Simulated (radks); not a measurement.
Coulomb parameter of the 5d shell of the tantalum ion Ta+ in the model configuration [Xe] 4f14 5d2.5 6s1.5, as a second difference U = [E(n + 0.5) + E(n - 0.5) - 2 E(n)] / (0.5)^2 with all orbitals relaxed. "Bare": the charge of the atom changes with n. "Screened": the 6s shell takes up the change at fixed total charge, which measures U(5d,5d) + U(6s,6s) - 2 U(5d,6s). Calculated with a radial shooting solver on a logarithmic mesh with Libxc functionals: scalar-relativistic Kohn-Sham, r2SCAN, spin-unpolarised, spherical densities, finite nucleus; meta-GGA in the generalised Kohn-Sham scheme; Fermi nuclear charge, rms radius 5.3507 fm.

| case | configuration | E - E(n) (eV) |
|---|---|---|
| start | [Xe] 4f14 5d2.5 6s1.5 | 0.000 |
| bare +0.5 | [Xe] 4f14 5d3 6s1.5 | -4.503 |
| bare -0.5 | [Xe] 4f14 5d2 6s1.5 | 6.798 |
| screened +0.5 | [Xe] 4f14 5d3 6s1 | 0.489 |
| screened -0.5 | [Xe] 4f14 5d2 6s2 | -0.375 |

U(bare) = 9.181 eV, U(screened by 6s) = 0.456 eV, against the Slater integral F0(5d,5d) = 12.091 eV with frozen orbitals.
